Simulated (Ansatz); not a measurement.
Cost and result for the atomization energy of CH₇FNPSi, SMILES `FC[SiH2]NP` (12 atoms, 11 bonds).

Z-matrix (Å, degrees):
```
C
Si 1 1.890
F 1 1.393 2 110.6
H 1 1.097 2 111.1 3 120.2
H 1 1.096 2 111.2 3 -120.1
N 2 1.725 1 113.2 3 61.5
H 2 1.488 1 106.1 3 -177.2
H 2 1.485 1 109.2 3 -57.3
P 6 1.703 2 122.3 1 69.3
H 6 1.009 2 118.1 1 -101.8
H 9 1.423 6 101.1 2 138.7
H 9 1.424 6 101.6 2 -125.8
```

Total charge 0; spin multiplicity 1. The structure was optimised at the PBE0-D4/def2-TZVP level. It is one conformer, not always the lowest. Program: Ansatz. All runs use 4 threads of an Arm Neoverse V2 on a shared host. Times are those of one run each, without the atoms' runs, and a repeat can differ threefold. Electronic energies, without spin–orbit coupling; frozen cores. CCSD(T)/CBS adds CCSD(T) − MP2 in def2-TZVPP to the MP2 limit, and its time is that of the two runs behind it. T1 = 0.012. B3LYP takes the VWN-RPA correlation (the form of Gaussian; ORCA's B3LYP/G). HSE06 is the plane-wave form, built on full-range PBE exchange.

CCSD(T)/CBS is a level of theory with its own doubt, some kJ/mol a heavy atom from the limit and from the frozen cores, so smaller differences don't rank the functionals.

```
                            level  functions  atomization (kcal/mol)  difference from CCSD(T)/CBS  per bond
               CCSD(T)/def2-TZVPP        275                   916.8                        -30.0      -2.7
B3LYP-D4/def2-TZVPP (with forces)        275                   951.6                          4.8       0.4
                 CCSD(T)/def2-SVP        113                   871.2                        -75.6      -6.9
  PBE-D4/def2-TZVPP (with forces)        275                   959.7                         12.9       1.2
                B2PLYP/def2-TZVPP        275                   935.8                        -11.0      -1.0
               ωB97X-V/def2-TZVPP        275                   957.4                         10.6       1.0
           LDA (SPW92)/def2-TZVPP        275                  1085.0                        138.2      12.6
 ωB97M-V/def2-TZVPP (with forces)        275                   954.4                          7.6       0.7
             revPBE-D4/def2-TZVPP        275                   937.9                         -8.9      -0.8
              BHLYP-D4/def2-TZVPP        275                   924.7                        -22.1      -2.0
                CCSD(T)/CBS(def2)          –                   946.8                          0.0       0.0
                   MP2/def2-QZVPP        521                   941.0                         -5.8      -0.5
              HSE06-D4/def2-TZVPP        275                   943.3                         -3.5      -0.3
```

Q: Order the runs by time, with rough figures. (Estimate.)

A: Ansatz gave: LDA (SPW92)/def2-TZVPP 1.2 s; revPBE-D4/def2-TZVPP 1.9 s; PBE-D4/def2-TZVPP (with forces) 2.5 s; BHLYP-D4/def2-TZVPP 3.2 s; HSE06-D4/def2-TZVPP 3.3 s; B3LYP-D4/def2-TZVPP (with forces) 4.7 s; CCSD(T)/def2-SVP 5.5 s; B2PLYP/def2-TZVPP 6 s; ωB97X-V/def2-TZVPP 8 s; ωB97M-V/def2-TZVPP (with forces) 12 s; MP2/def2-QZVPP 24 s; CCSD(T)/def2-TZVPP 3.3 min; CCSD(T)/CBS(def2) 3.7 min.

From r2SCAN to r2SCAN0 (25 % exact exchange), in def2-TZVPP and without D4, the atomization energy moves by −14.7 kcal/mol: exact exchange takes away binding that semilocal exchange gives to molecules. In def2-TZVPP, CCSD(T) changes the Hartree–Fock value by +250.9 kcal/mol (the triples alone add +13.1 kcal/mol) and MP2 by +257.2 kcal/mol; breaking electron pairs costs correlation energy, which Hartree–Fock lacks. The D4 term adds +10.0 kcal/mol with B3LYP and +5.3 kcal/mol with PBE0; it sums over pairs of atoms, weighted by their polarisabilities, and B3LYP, whose exchange is more repulsive, gets the larger term.
